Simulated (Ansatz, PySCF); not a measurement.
Reaction (SMILES): CC[Si](N)(N)N + 5 [H][H] (H2) → 2 C (CH4) + 3 N (NH3) + [SiH4] (SiH4)
Structures are relaxed separately at B3LYP-D3(BJ)/def2-TZVP in Ansatz (a program for electronic structure), one conformer each, not searched for the lowest. Frequencies are from Ansatz or PySCF.

Quantity: energy of full hydrogenation (enthalpy at 298 K, with B3LYP-D3(BJ) rigid-rotor harmonic-oscillator terms), in eV. Valence correlation only, unless marked. Spin-orbit coupling is left out. No relativistic terms. Basis-set limits of correlation are two-point, X^-3; Hartree-Fock from the larger set.

| level | program | energy of full hydrogenation (eV) |
|---|---|---|
| BLYP/def2-TZVPD | Ansatz | ? |
| PBE0/def2-SVP | Ansatz | ? |
| HSE06/def2-TZVPD | Ansatz | 0.41 |
| B2PLYP-D4/def2-TZVPD | Ansatz + dftd4 | ? |
| RPA@PBE/cc-pV(Q+d)Z | Ansatz | ? |
| CCSD/STO-3G | Ansatz | 0.53 |
| CCSD/aug-cc-pV(D+d)Z | Ansatz | 0.07 |
| CCSD/cc-pV(D+d)Z | Ansatz | 0.07 |
| CCSD(T)/CBS(cc-pV(T+d)Z,cc-pV(Q+d)Z) | Ansatz | 0.87 |

Task: Complete the blanks.

Result: 
- BLYP/def2-TZVPD, energy of full hydrogenation (eV): 0.21
- PBE0/def2-SVP, energy of full hydrogenation (eV): 0.27
- B2PLYP-D4/def2-TZVPD, energy of full hydrogenation (eV): 0.79
- RPA@PBE/cc-pV(Q+d)Z, energy of full hydrogenation (eV): 0.71
